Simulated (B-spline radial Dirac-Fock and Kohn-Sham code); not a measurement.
## How core holes in Pm⁵⁺ decay

System: promethium as Pm⁵⁺ in the configuration [Kr] 4d10 4f3 5s2 5p5.

The run's input, task.json:

```json
{"items": [{
  "Z": 61,
  "q": 5,
  "cfg": [[1, 0, 2], [2, 0, 2], [2, 1, 6], [3, 0, 2], [3, 1, 6], [3, 2, 10], [4, 0, 2], [4, 1, 6], [4, 2, 10], [4, 3, 3], [5, 0, 2], [5, 1, 5]],
  "A": 145,
  "rrms": 4.962,
  "do": ["binding", "quiet", "decay"],
  "holes": ["K", "L1", "L2", "L3", "M1", "M2", "M3", "M4", "M5", "N1", "N2", "N3", "N4", "N5"]
}]}
```

Run with: `python xray_run.py task.json out`

Model: a relativistic independent-particle model: LDA orbitals of the hole state, radiative multipoles to third order, Auger rates from the Coulomb interaction with a continuum orbital, Dirac-Fock energies. Program: a radial finite-basis atomic code.

Partial widths are in eV. Coster-Kronig decay leaves a hole in the same principal shell; its rates are the weakest part of the model, often 1.5 to 2.5 times too large and more for N holes. Holes without an open Auger channel, or with an unreliable SCF state, are not listed.

| hole | radiative | Auger | Coster-Kronig | total | fluorescence yield | lifetime (fs) |
| --- | --- | --- | --- | --- | --- | --- |
| K | 16.7 | 1.35 | 0 | 18.0 | 0.925 | 0.0365 |
| L1 | 0.317 | 1.69 | 2.11 | 4.12 | 0.0770 | 0.160 |
| L2 | 0.529 | 2.54 | 0.629 | 3.70 | 0.143 | 0.178 |
| L3 | 0.492 | 2.99 | 0 | 3.48 | 0.141 | 0.189 |
| M1 | 0.0102 | 0.650 | 7.73 | 8.39 | 0.00122 | 0.0784 |
| M2 | 0.0103 | 0.724 | 5.15 | 5.88 | 0.00175 | 0.112 |
| M3 | 0.0105 | 0.785 | 2.94 | 3.74 | 0.00280 | 0.176 |
| M4 | 0.00288 | 0.862 | 0 | 0.864 | 0.00333 | 0.761 |
| M5 | 0.00270 | 0.880 | 0 | 0.883 | 0.00306 | 0.746 |
| N1 | 0.000324 | 0.0902 | 1.50 | 1.59 | 0.000203 | 0.414 |
| N2 | 0.000620 | 0.0821 | 4.50 | 4.58 | 0.000135 | 0.144 |
| N4 | 0.000129 | 0.0395 | 0.579 | 0.618 | 0.000209 | 1.06 |
| N5 | 0.000119 | 0.0241 | 0.563 | 0.587 | 0.000202 | 1.12 |

Values without a named source are computed, but for edge energies of neutral atoms, which are taken from tables.
